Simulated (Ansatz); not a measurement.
Basis sets compared for CuTe2. Total charge 0; doublet. Geometry PBE-D4/def2-TZVP. Ansatz on 2 threads of Arm Neoverse V2 on a shared host; times are rough, and most runs start from earlier orbitals.

```xyz
3

Cu    0.974    0.809    0.457
Te   -0.093   -1.398    0.688
Te   -0.882    0.589   -1.145
```

In the def2 sets Te takes a core potential; there is no spin–orbit coupling. The structure comes from a short search, and lower isomers may exist.

Binding counts from free atoms (Cu doublet, Te triplet) in the same basis, without a counterpoise term.

```
                            level  functions  energy (Eh)  HOMO (eV)  LUMO (eV)  binding per atom (eV)  wall time
                  PBE-D4/def2-SVP         83   -2176.1214      -4.51      -4.19                   1.99      3.2 s
                 PBE-D4/def2-TZVP        145   -2176.3978      -4.82      -4.40                   1.88      5.5 s
r2SCAN-D4/def2-TZVP (with forces)        145   -2176.8408      -4.97      -4.31                   1.78       16 s
                 PBE0-D4/def2-SVP         83   -2176.1568      -5.50      -3.60                   1.78        5 s
  PBE0-D4/def2-TZVP (with forces)        145   -2176.4217      -5.74      -3.75                   1.71       12 s
```

Question: Estimate the rows for PBE-D4/def2-TZVPD, r2SCAN-D4/def2-TZVPD, PBE0-D4/def2-TZVPD.

Answer: 
```tsv
level	functions	energy (Eh)	HOMO (eV)	LUMO (eV)	binding per atom (eV)	wall time
PBE-D4/def2-TZVPD	166	-2176.3989	-4.85	-4.43	1.89	9 s
r2SCAN-D4/def2-TZVPD	166	-2176.8418	-4.98	-4.32	1.78	18 s
PBE0-D4/def2-TZVPD	166	-2176.4226	-5.76	-3.77	1.71	13 s
```
